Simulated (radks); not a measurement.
Values are calculated unless marked as measured or tabulated.
Species: the iron ion Fe2+. Configuration: [Ar] 3d6. Level of theory: scalar-relativistic Kohn-Sham, r2SCAN, spin-polarised, spherical densities, finite nucleus; open shells are filled with parallel spins first; meta-GGA in the generalised Kohn-Sham scheme; Fermi nuclear charge, rms radius 3.7377 fm (a radial shooting solver on a logarithmic mesh with Libxc functionals).

Normalised radial functions P(r) = r R(r), r in bohr:

```
   r/bohr * 2p down, o 3p up, + 3p down (the largest magnitude, 2.01, reaches the edge; | marks zero, & curves that meet)
 0.007423                             &
 0.009513                             &*
  0.01219                             &*
   0.0155                             |&
  0.01986                             |&*
  0.02525                             |& *
  0.03235                             | &  *
  0.04146                             |  &   *
   0.0527                             |   &     *
  0.06753                             |    &        *
  0.08585                             |     &           *
     0.11                             |       &             *
    0.141                             |       &                 *
   0.1792                             |      &                   *
   0.2297                             |    &                   *
    0.292                             &                    *
   0.3741                        &    |              *
   0.4794                  &          |        *
   0.6095              &              |   *
    0.781              &              |*
   0.9929                &            *
    1.272                    &        *
     1.63                        &    *
    2.073                           & *
    2.656                            &*
    3.377                             &
    4.327                             &
```

2p down: eigenvalue -721.15 eV, 0 radial nodes, <r> = 0.235 bohr, 90 % of the charge inside 0.385 bohr. 3p up: eigenvalue -82.384 eV, 1 radial node at r = 0.298 bohr, <r> = 0.856 bohr, 90 % of the charge inside 1.32 bohr. 3p down: eigenvalue -76.796 eV, 1 radial node at r = 0.298 bohr, <r> = 0.863 bohr, 90 % of the charge inside 1.33 bohr.
